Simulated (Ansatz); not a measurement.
## Al2Br2H4: where a starting geometry ends

The starting geometry of this gas-phase singlet was optimised with GFN2-xTB.

| atom | x (Å) | y (Å) | z (Å) |
| --- | --- | --- | --- |
| Al | 0.5048 | 2.1028 | -1.7772 |
| Al | 1.0993 | 0.1261 | -0.0460 |
| Br | 2.3834 | -0.8071 | 1.5231 |
| Br | 0.1275 | 2.2777 | 0.5826 |
| H | -0.6031 | 1.2207 | -2.3908 |
| H | 0.9924 | 3.4450 | -2.3542 |
| H | 1.9534 | 0.9580 | -1.3456 |
| H | -0.0774 | -0.5922 | -0.7277 |

Problem. Predict what it relaxes into with PBE0-D4/def2-SVP.

Solution. It keeps its bonds.

The energy falls by 0.44 eV over 14 steps:

```
step  E − E(last) (eV)
   1             0.444
   2             0.243
   4             0.105
   5             0.062
   7             0.022
   8             0.006
  10             0.001
  11             0.000
  13             0.000
  14             0.000
```

Final geometry (Å):

```xyz
8

Al    0.5688    2.1712   -1.8199
Al    0.9224   -0.0122    0.0052
Br    2.8800    0.0303    1.1273
Br   -0.3657    2.0101    0.4667
H    -0.6096    2.0067   -2.8573
H     1.7625    3.2015   -1.8153
H     1.2376    0.5927   -1.5683
H    -0.0155   -1.2692   -0.0741
```

No frequencies were run, so the end isn't proven a minimum. Run with Ansatz 0.2.0, 28 s on 2 threads of Intel(R) Xeon(R) 6975P-C (Granite Rapids), on a shared host.
